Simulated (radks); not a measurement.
The numbers below are computed, except where a source is named.
Ionisation of Mn+, [Ar] 3d5 4s1, to Mn2+, [Ar] 3d5, under several functionals. Scalar-relativistic Kohn-Sham, spin-unpolarised, spherical densities, point nucleus; a radial shooting solver on a logarithmic mesh with Libxc functionals.

[
 {"functional": "PW91", "E(Mn+) (hartree)": "-1158.30449", "Exc (hartree)": "-52.06929", "IE (eV)": "15.641", "-e(HOMO) (eV)": "11.936", "<r> HOMO (bohr)": "2.805", "IE error (eV)": "+0.001"},
 {"functional": "Wu-Cohen GGA", "E(Mn+) (hartree)": "-1157.58728", "Exc (hartree)": "-51.33757", "IE (eV)": "15.480", "-e(HOMO) (eV)": "11.879", "<r> HOMO (bohr)": "2.789", "IE error (eV)": "-0.160"},
 {"functional": "LDA (Slater exchange, Perdew-Zunger correlation)", "E(Mn+) (hartree)": "-1155.82011", "Exc (hartree)": "-49.52959", "IE (eV)": "15.877", "-e(HOMO) (eV)": "12.171", "<r> HOMO (bohr)": "2.782", "IE error (eV)": "+0.237"},
 {"functional": "B86b exchange with PBE correlation", "E(Mn+) (hartree)": "-1158.26914", "Exc (hartree)": "-52.03110", "IE (eV)": "15.624", "-e(HOMO) (eV)": "11.918", "<r> HOMO (bohr)": "2.802", "IE error (eV)": "-0.016"},
 {"functional": "LDA (Slater exchange, Perdew-Wang correlation)", "E(Mn+) (hartree)": "-1155.82390", "Exc (hartree)": "-49.53374", "IE (eV)": "15.870", "-e(HOMO) (eV)": "12.163", "<r> HOMO (bohr)": "2.782", "IE error (eV)": "+0.230"}
]

NIST Atomic Spectra Database: 15.640 eV (measured). Closest: PW91. The Delta-SCF values span 0.40 eV, the total energies 2.48 hartree. The highest occupied level is 4s. Spin polarisation and multiplet splitting are left out, so open shells lie too high by an amount that depends on their filling.

Beside tabulated values, note that spin-unpolarised runs miss the spin-polarisation part of the exchange energy of open shells.
